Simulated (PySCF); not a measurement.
H3O3Ti, charge +1, multiplicity 1. Atoms are numbered in the order given.

```xyz
7

Ti     0.0000     0.0000    -0.2623
O     -1.3022     1.0282     0.1666
H     -1.7159     1.7958     0.5910
O      1.5416     0.6137     0.1666
H      2.4132     0.5882     0.5910
O     -0.2393    -1.6419     0.1666
H     -0.6972    -2.3839     0.5910
```
Charge +1, spin multiplicity 1.

Coordinates come from a PBE0-D3(BJ)/def2-SVP optimisation. The multiplicity is an assumed one; other spin states were not compared. The isomer is the one that the SMILES or the coordinates give; other isomers of the formula were not compared. One conformer was computed; it need not be the lowest.

Computed with HF/pcSseg-1 (PySCF).

GIAO shieldings, no solvent; atoms alike by connectivity are averaged. δ = σ(ref) − σ: ¹⁷O against H2O (σ = 333.0 ppm); ¹H against TMS (σ = 31.99 ppm), references at their B3LYP-D3(BJ)/def2-TZVP geometries, non-relativistic.

Computed chemical shifts:
```json
[
 {"nucleus": "¹⁷O", "atoms": "O2, O4, O6", "count": "3", "δ (ppm)": "376.5"},
 {"nucleus": "¹H", "atoms": "H3, H5, H7", "count": "3", "δ (ppm)": "6.97"}
]
```
